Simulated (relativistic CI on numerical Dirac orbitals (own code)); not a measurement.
## Forbidden transitions in Pr⁸⁺

Method of calculation: Dirac-Coulomb-Breit CI, separate exchange-only KLI orbitals for each configuration, a model potential for QED, unscaled Slater integrals (own radial code, finite nucleus).

Configurations in the expansion (outside the closed core [Kr] 4d10): 4f 5s2 5p2, 5s2 5p3, 4f2 5s2 5p, 4f 5s 5p3, 4f 5s2 5p 5d, 5s 5p4, 4f3 5s 5p, 5s2 5p2 5d, 4f2 5s 5p2, 4f2 5s2 5d, 4f 5s 5p2 5d, 4f2 5p3, 4f 5s2 5p 5f, 4f2 5s2 6s, 5s2 5p2 6s, 4f 5s2 5p 5g, 4f 5s2 5p 6s, 4f 5s 5p2 5f, 5s2 5p2 6p, 4f 5p3 5d, 5s2 5p2 5f, 4f3 5s2, 4f4 5s, 4f 5p4, 5p5, 5p4 5d, 4f3 5p2, 4f4 5p, 4f3 5p 5d, 4f 5s2 5d2, 5s2 5d3, 4f2 5s 5d2, 5s2 5p 5d2, 5s 5p3 5d, 4f2 5s 5p 5d, 4f3 5s 5d, 4f2 5s2 6p, 4f3 5s 6p, 5s2 5p 5d 6s, 5s2 5d2 6s, 5s 5p3 6s, 5p4 6s. Double excitations out of closed p, d and f shells are left out; levels of such configurations are missing from the list, as are those of other unlisted configurations, and high levels can miss mixing partners. These lack a partner that the ground configuration has and come out too high: 5s2 5p2 6p, 5s2 5p2 5f, 4f 5s 5p2 5d, 4f 5s 5p2 5f.

```
λ vac (nm)                   Lower                     Upper  Type   A (s⁻¹)  log gf
    127.82     5s2 5p3 4S°_3/2 [1]      5s2 5p3 2P°_3/2 [23]    M1  2.52e+01   -7.61
    150.15     5s2 5p3 4S°_3/2 [1]   4f 5s2 5p2 2D°_3/2 [21]    M1  1.27e+02   -6.76
    166.36     5s2 5p3 4S°_3/2 [1]   4f 5s2 5p2 4D°_1/2 [18]    E2  4.16e+01   -7.46
    166.36     5s2 5p3 4S°_3/2 [1]   4f 5s2 5p2 4D°_1/2 [18]    M1  1.91e+02   -6.80
    173.14     5s2 5p3 4S°_3/2 [1]   4f 5s2 5p2 2F°_5/2 [16]    E2  1.51e+01   -7.39
    173.33     5s2 5p3 4S°_3/2 [1]   4f 5s2 5p2 4D°_3/2 [15]    E2  1.20e+01   -7.67
    185.64     5s2 5p3 2D°_3/2 [3]      5s2 5p3 2P°_3/2 [23]    M1  8.94e+02   -5.73
    199.41     5s2 5p3 4S°_3/2 [1]   4f 5s2 5p2 4F°_3/2 [11]    M1  3.59e+01   -7.07
    200.20     5s2 5p3 4S°_3/2 [1]      5s2 5p3 2P°_1/2 [10]    M1  4.85e+02   -6.23
    218.38     5s2 5p3 2D°_5/2 [5]      5s2 5p3 2P°_3/2 [23]    M1  5.92e+01   -6.77
    225.09  4f 5s2 5p2 4D°_7/2 [4]   4f 5s2 5p2 2F°_5/2 [22]    M1  1.76e+02   -6.10
    229.80  4f 5s2 5p2 4G°_5/2 [2]   4f 5s2 5p2 2G°_7/2 [19]    M1  1.40e+02   -6.05
    262.17  4f 5s2 5p2 4G°_5/2 [2]   4f 5s2 5p2 2F°_7/2 [17]    M1  1.41e+01   -6.93
    273.15  4f 5s2 5p2 4D°_7/2 [4]   4f 5s2 5p2 2G°_7/2 [19]    M1  3.00e+01   -6.57
    278.32  4f 5s2 5p2 4D°_7/2 [7]   4f 5s2 5p2 4F°_7/2 [24]    M1  2.89e+02   -5.57
    279.22  4f 5s2 5p2 4D°_5/2 [8]   4f 5s2 5p2 4F°_7/2 [24]    M1  1.32e+02   -5.91
    289.24  4f 5s2 5p2 4G°_9/2 [9]   4f 5s2 5p2 4F°_7/2 [24]    M1  4.71e+01   -6.33
    308.21     5s2 5p3 4S°_3/2 [1]       5s2 5p3 2D°_5/2 [5]    M1  3.74e+01   -6.50
    320.14  4f 5s2 5p2 4D°_7/2 [4]   4f 5s2 5p2 2F°_7/2 [17]    M1  3.35e+01   -6.39
    328.51  4f 5s2 5p2 4G°_5/2 [2]   4f 5s2 5p2 4F°_3/2 [11]    M1  2.66e+02   -5.76
    353.51    5s2 5p3 2P°_1/2 [10]      5s2 5p3 2P°_3/2 [23]    M1  4.09e+01   -6.51
    353.92  4f 5s2 5p2 4G°_5/2 [2]    4f 5s2 5p2 4D°_5/2 [8]    M1  1.49e+02   -5.77
    371.45  4f 5s2 5p2 4D°_7/2 [4]   4f 5s2 5p2 2G°_9/2 [13]    M1  6.57e+01   -5.87
    396.24  4f 5s2 5p2 4D°_7/2 [4]   4f 5s2 5p2 2D°_5/2 [12]    M1  1.11e+02   -5.81
    403.97  4f 5s2 5p2 4G°_5/2 [2]    4f 5s2 5p2 4G°_7/2 [6]    M1  8.98e+01   -5.75
    410.34     5s2 5p3 4S°_3/2 [1]       5s2 5p3 2D°_3/2 [3]    M1  2.94e+02   -5.53
    442.70  4f 5s2 5p2 4D°_7/2 [4]    4f 5s2 5p2 4G°_9/2 [9]    M1  1.53e+02   -5.35
    468.42  4f 5s2 5p2 4D°_7/2 [4]    4f 5s2 5p2 4D°_5/2 [8]    M1  1.03e+01   -6.69
    470.98  4f 5s2 5p2 4D°_7/2 [4]    4f 5s2 5p2 4D°_7/2 [7]    M1  1.31e+02   -5.46
    1183.5  4f 5s2 5p2 4G°_9/2 [9]  4f 5s2 5p2 4G°_11/2 [14]    M1  1.22e+01   -5.51
```

Terms are leading LS components. Brackets give the number of a level in order of energy, since labels repeat. The list gives strong lines, with weight on those to low levels, among the lowest 400 of 10924 levels, so that lines to higher ones, which can be the strongest, are missing. Levels whose partners in the same complex of configurations lie outside the list can be far off, and so can their lines. Rates are taken at the computed energies, electric ones in the length gauge.

At this charge configurations can still be misplaced by up to about 7 % of their energy. Levels and lines within the n = 5 or 6 shells can be off by up to 10 % or somewhat more, and those that change n by about 2 %, since core polarisation is missing. Levels that differ in their count of f electrons can be misplaced by several ten thousand cm⁻¹, since the correlation energy of f electrons is missing or only estimated; rates across such gaps can be off by orders of magnitude. The computed lowest level isn't the tabulated ground level, which NIST ASD gives as 4f 5s2 5p2 °.

LS names give the leading component of a level, which can be under half, so a name can repeat, a term be missing and a line seem to break the LS rules.
